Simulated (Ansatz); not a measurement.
`[SbH2]` radical, relaxed with UKS PBE0-D4/def2-TZVP in Ansatz from a PBE-D4/def2-SVP geometry. The force threshold is 0.005 eV/Å; the program also tests the step.

Charge 0, multiplicity 2. Sb: def2 effective core potential.

Start:

```xyz
3

Sb   -0.564   -0.312    0.510
H     0.147   -0.810   -0.996
H     0.417    1.122    0.487
```

(1) How much energy does the relaxation release, and in how many steps? (An estimate is asked.)

(2) Which bonds change most? (An estimate is asked.)

(3) Give the relaxed structure. (An estimate is asked.)

## Answers

(1) Computed: 0.96 kJ/mol, in 4 steps.

(2) The calculation gave: Sb1–H2 from 1.738 to 1.711 Å; Sb1–H3 from 1.738 to 1.711 Å.

(3) Computed: 
```xyz
3

Sb   -0.553   -0.306    0.499
H     0.143   -0.803   -0.983
H     0.410    1.109    0.484
```
